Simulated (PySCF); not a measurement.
**Peak assignment**

Bonds (- single, = double, # triple, : aromatic): C1=C2, C2-C3, C2-C4, C4-C5, C5-C6, C5-C7, C5-C8. C1 carries H9, H10; C3 carries H11, H12, H13; C4 carries H14, H15; C6 carries H16, H17, H18; C7 carries H19, H20, H21; C8 carries H22, H23, H24. H10 is cis to C3; H9 is trans to C3.

[PySCF 2.14.0 with density-fitted response routines: PBE0-D3(BJ)/def2-SVP geometry; PBE/pcSseg-1 with gauge-including orbitals; non-relativistic; one computed conformer; fast rotation and ring inversion assumed for equivalent nuclei; in vacuum]

Referencing at the same level of theory: TMS for $^{13}$C (180.03 ppm), $^{1}$H (31.20 ppm).

**Question.** Assign these signals to the numbered atoms. $^{13}$C{$^{1}$H} NMR (computed): δ 152.0 (C), 119.7 (CH2), 54.4 (CH2), 34.6 (C), 31.9 (CH3), 29.7 (CH3).

**Answer.** 
152.0 → C2, fully substituted alkene carbon: an sp2 carbon of a C=C bond
119.7 → C1, terminal =CH2 carbon: the olefinic region
54.4 → C4, allylic sp3 CH2: a saturated carbon with 2 carbon neighbours and no heteroatom attached
34.6 → C5, quaternary sp3 carbon: aliphatic region, no heteroatom directly attached
31.9 → C6/C7/C8, methyl carbon: saturated and bonded to C and H only
29.7 → C3, allylic methyl carbon: a saturated carbon with 1 carbon neighbour and no heteroatom attached

**Question.** Assign these signals to the numbered atoms. $^{1}$H NMR (400 MHz, computed): δ 5.29 (br s, 1H), 4.85 (br s, 1H), 1.87 (s, 2H), 1.86 (s, 3H), 0.95 (s, 9H).

**Answer.** 
5.29 → H10, hydrogen on a terminal =CH2 carbon: olefinic region
4.85 → H9, hydrogen on a terminal =CH2 carbon
1.87 → H14/H15, hydrogen on an allylic sp3 CH2: allylic position
1.86 → H11/H12/H13, hydrogen on an allylic methyl carbon: allylic position
0.95 → H16/H17/H18/H19/H20/H21/H22/H23/H24, hydrogen on a methyl carbon: far from electronegative atoms and π systems

H14/H15 and H11/H12/H13 lie closer than the usual error of such a calculation, so a measured spectrum could show them in the other order.

Shifts are as computed. Against solution values, carbons near 30 ppm lie about +2 ppm off and those near 130 ppm about +2 ppm. Of 1211 compounds with measured shifts, 218 miss one by over three times the rms of a fit or turn the order of signals round; such compounds aren't used in these exercises. No couplings were computed; multiplicities are counted from neighbouring protons, with m where these are inequivalent, close in shift, in a saturated or five-membered ring or joined by F or P, and br s for small geminal =CH2 splittings.
